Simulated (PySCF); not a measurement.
Hf(Cl)3(SH) (Cl3HHfS), SMILES [SH][Hf]([Cl])([Cl])[Cl], multiplicity 1.

Geometry optimised at PBE0-D3(BJ)/def2-SVP. The spin state was assumed, not searched. The structure was generated by enumeration; whether it is a known compound was not checked. The def2 effective core potentials stand for the cores of Hf; spin–orbit coupling is left out. The values are those of a single conformer.

The numbers are results of TDA-M06-2X/def2-SVPD run with PySCF 2.14.0, not measurements.

Vertical excitations. The molecule is in vacuum. State labels are in the subgroup Cs.

```tsv
state	symmetry	energy (eV)	λ (nm)	f	main pairs
S1	A"	4.63	268	0.002	HOMO→LUMO 96 %
S2	A'	5.40	229	0.030	HOMO→LUMO+1 76 %, HOMO−1→LUMO 19 %
S3	A"	5.52	224	0.004	HOMO→LUMO+3 76 %, HOMO→LUMO+2 17 %
S4	A"	5.65	219	0.008	HOMO→LUMO+2 78 %, HOMO→LUMO+3 17 %
S5	A'	5.72	217	0.013	HOMO−1→LUMO 66 %, HOMO→LUMO+1 15 %, HOMO→LUMO+4 11 %
S6	A'	5.94	209	0.035	HOMO→LUMO+4 75 %, HOMO−1→LUMO+3 15 %
S7	A"	5.96	208	0.005	HOMO−1→LUMO+1 83 %
S8	A"	6.33	196	0.005	HOMO−2→LUMO 73 %, HOMO−4→LUMO 16 %
S9	A"	6.45	192	0.022	HOMO→LUMO+5 78 %
S10	A'	6.53	190	0.004	HOMO−1→LUMO+2 36 %, HOMO−2→LUMO+1 33 %, HOMO−3→LUMO 16 %, HOMO−1→LUMO+3 6 %
T1	A"	4.49	276	0	HOMO→LUMO 95 %
T2	A'	4.74	262	0	HOMO→LUMO+1 70 %, HOMO→LUMO+4 26 %
T3	A'	5.24	237	0	HOMO−1→LUMO 91 %
T4	A"	5.35	232	0	HOMO→LUMO+3 92 %
```
Triplets are in the Tamm–Dancoff approximation.
